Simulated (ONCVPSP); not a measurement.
# iridium, ONCV: configuration errors across variants

Ir, optimised norm-conserving Vanderbilt (ONCV), made with ONCVPSP 4.0.1 (BLYP, scalar-relativistic). Core [Kr] 4d10 4f14, reference 5s2 5p6 5d7 6s1.75 (charge +0.25). Waves: 5s+6s: rc 1.70 bohr, ncon 4, nbas 8, qcut 7.5 1/bohr, 3 projectors, debl 3.4 Ha; 5p: rc 1.15 bohr, ncon 4, nbas 9, qcut 8.6 1/bohr, 1 projector; 5d: rc 2.00 bohr, ncon 4, nbas 8, qcut 7.1 1/bohr, 2 projectors, debl 3.8 Ha. Local part: polynomial inside 1.10 bohr (lpopt 5, dvloc0 1 Ha). Core correction: Teter function, fcfact 3.25, rcfact 1.05.

All-electron excitation energies from the reference (eV): (1) 5s2 5p6 5d7 6s2 -1.782; (2) 5s2 5p6 5d7 6s1 8.066; (3) 5s2 5p6 5d7 6s0 25.609; (4) 5s2 5p6 5d5 6s0 99.517.

Errors AE − PS in meV (a dash: test not solved or not reliable):

```csv
change,(1),(2),(3),(4),bound ghosts,GHOST(+) flags above zero
base,+0.7,-3.2,-11,-22,none,s
"all radii but the core radius scaled by about 0.79 (s 1.34, p 0.92, d 1.58 bohr); local potential polynomial inside 0.88 bohr (lpopt 5, dvloc0 1 Ha)",+0.6,-2.5,-7.0,-19,none,s
"all radii but the core radius scaled by about 0.86 (s 1.46, p 0.98, d 1.72 bohr); local potential polynomial inside 0.94 bohr (lpopt 5, dvloc0 1 Ha)",+0.6,-2.7,-8.4,-22,none,"s, p"
"all radii but the core radius scaled by about 0.94 (s 1.60, p 1.08, d 1.88 bohr); local potential polynomial inside 1.02 bohr (lpopt 5, dvloc0 1 Ha)",+0.7,-3.0,-10,-23,none,s
"all radii but the core radius scaled by about 1.14 (s 1.94, p 1.32, d 2.28 bohr); local potential polynomial inside 1.26 bohr (lpopt 5, dvloc0 1 Ha)",+0.7,-3.6,-14,-7.9,none,"s, d"
"all radii but the core radius scaled by about 1.25 (s 2.12, p 1.44, d 2.50 bohr); local potential polynomial inside 1.38 bohr (lpopt 5, dvloc0 1 Ha)",+0.7,-3.8,-17,+11,none,s
"all radii but the core radius scaled by about 1.29 (s 2.20, p 1.48, d 2.58 bohr); local potential polynomial inside 1.42 bohr (lpopt 5, dvloc0 1 Ha)",+0.6,-3.9,-18,+20,none,s
```

(1) Give the same row for: all radii but the core radius scaled by about 1.07 (s 1.82, p 1.24, d 2.14 bohr); local potential polynomial inside 1.18 bohr (lpopt 5, dvloc0 1 Ha).

Results:

(1) +0.7, -3.4, -13, -17; bound ghosts: none; GHOST(+) flags above zero: s.
